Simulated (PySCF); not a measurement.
# Telling isomers of C5H7ClO2 apart by NMR

No relativistic terms, no solvent, fast rotation and ring inversion assumed for equivalent nuclei, one computed conformer. Geometry: GFN2-xTB; σ from GIAO-PBE0/pcSseg-1; PySCF.

Chemical shifts δ = σref − σ; ¹H, ¹³C vs TMS, all at this level. Where no couplings were computed, multiplicities follow the n + 1 count of equivalent neighbours, and m marks all less simple cases (inequivalent or close neighbours, rings, F or P nearby). Shifts are as computed. Against solution values, carbons near 30 ppm lie about +3 ppm off and those near 130 ppm about +5 ppm; carbons on Cl a further +6 ppm. Of 1313 compounds with measured shifts, 239 miss one by over three times the rms of a fit or turn the order of signals round; such compounds aren't used in these exercises. Carbons bonded to Cl come out too deshielded.

(1) Tabulate the signals of `C=C(Cl)C(=O)OCC`, `O=C1CC[C@H](Cl)CO1` and their relative energies.

(2) What is the quickest way to tell C=C(Cl)C(=O)OCC from O=C1CC[C@H](Cl)CO1?

## Answers

(1) 
| SMILES | carbon types | δC | δH | E rel. (kcal/mol) |
| --- | --- | --- | --- | --- |
| C=C(Cl)C(=O)OCC | 2×C 2×CH2 1×CH3 | 168.2, 143.6, 134.0, 65.3, 15.8 | 7.01 (br s, 1H), 6.19 (br s, 1H), 4.26 (q, 2H), 1.47 (t, 3H) | 15.8 |
| O=C1CC[C@H](Cl)CO1 | 1×C 1×CH 3×CH2 | 174.6, 72.0, 55.0, 33.9, 29.7 | 4.56 (m, 1H), 4.17 (m, 1H), 4.08 (m, 1H), 2.63 (m, 1H), 2.46 (m, 1H), 2.30 (m, 1H), 2.28 (m, 1H) | 0.0 |

Energies are electronic energies at PBE0/pcSseg-1 on these geometries, without zero-point or thermal terms, each for the one conformer computed, which needn't be the lowest.

(2) Both give the same number of carbon signals, but DEPT or the intensities differ. The first has a β carbon of a C=C–C=O unit (CH2) at 134.0 ppm, the second an sp3 CH bonded to Cl at 55.0 ppm. Their most deshielded carbons lie at 168.2 and 174.6 ppm. In the proton spectra the most deshielded non-exchanging signals are 7.01 (br s, 1H) and 4.56 (m, 1H).
